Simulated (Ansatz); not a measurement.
Program: Ansatz. Geometries: PBE0-D4/def2-TZVP. ΔE: electronic, gas phase. CCSD(T)/CBS is the MP2 limit (def2-TZVPP, def2-QZVPP) plus CCSD(T) − MP2 in def2-TZVPP, frozen cores. This one scheme is used for every species. Functionals use def2-TZVPP. Each species was taken in one conformer, which may not be the lowest.

`BS[SiH2][SiH2]C` + `BS` → `BS[SiH2]C` + `BS[SiH3]`  (cleavage of the Si–Si bond)

CCSD(T)/CBS gives -50.9 kJ/mol.

(1) Another level gave -48.8 kJ/mol. Which?
A. CCSD(T)/def2-TZVPP
B. MP2/def2-TZVPP
C. HF/def2-TZVPP
D. PBE0/def2-TZVPP

Largest T1 diagnostic among the species: 0.015.

Answers

(1) A. CCSD(T)/def2-TZVPP -48.8, MP2/def2-TZVPP -57.7, PBE0 -43.9, HF/def2-TZVPP -63.1 kJ/mol.

The D4 term adds +3.8 kJ/mol with B3LYP and +2.8 kJ/mol with PBE0; it sums over pairs of atoms, weighted by their polarisabilities, and B3LYP, whose exchange is more repulsive, gets the larger term. From PBE to PBE0 (25 % exact exchange), in def2-TZVPP and without D4, ΔE moves by −4.9 kJ/mol. In def2-TZVPP, CCSD(T) changes the Hartree–Fock value by +14.3 kJ/mol (the triples alone add +1.3 kJ/mol) and MP2 by +5.3 kJ/mol.

B3LYP here is the variant with VWN-RPA as its local correlation; programs differ in this.
